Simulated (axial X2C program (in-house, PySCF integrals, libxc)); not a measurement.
Correcting the dissociation energy of SnTe for spin–orbit coupling

A spin-free PBE0 curve (one-electron X2C) was computed with an axial X2C code built on PySCF integrals, basis Te dyall-cv3z [11s12p8d4f1g], Sn dyall-cv3z [11s12p9d4f1g] (cores contracted in-house), for the state M_S = 0, Λ = 0 (closed shell). It gives D0 = 3.998 eV to Te + Sn, which in a spin-free picture are the weighted means of the ground terms.

Measured levels of the ground terms (NIST Handbook of Basic Atomic Spectroscopic Data), in cm⁻¹: Te 3P: J = 2 at 0, J = 0 at 4706.5, J = 1 at 4750.7; Sn 3P: J = 0 at 0, J = 1 at 1691.8, J = 2 at 3427.7.

The molecular state has Λ = 0, so it has no first-order lowering.

Q: How far does each ground level lie under the (2J+1)-weighted mean of its term?

A: Te: (5 × 0 + 1 × 4706.5 + 3 × 4750.7)/9 = 2107 cm⁻¹; Sn: (1 × 0 + 3 × 1691.8 + 5 × 3427.7)/9 = 2468 cm⁻¹.

Q: Correct D0.

A: D0 = 3.998 + (0 − 4575)/8065.5 = 3.431 eV at PBE0 with these spin–orbit terms.

Second-order spin–orbit effects in the molecule, which grow quickly with Z, are left out. The state is one determinant whose occupation by symmetry is held fixed; it was picked as the lowest of a PBE0 search that is not exhaustive. De is counted from the lowest determinant-based energies of the atoms at the same level, without counterpoise correction.
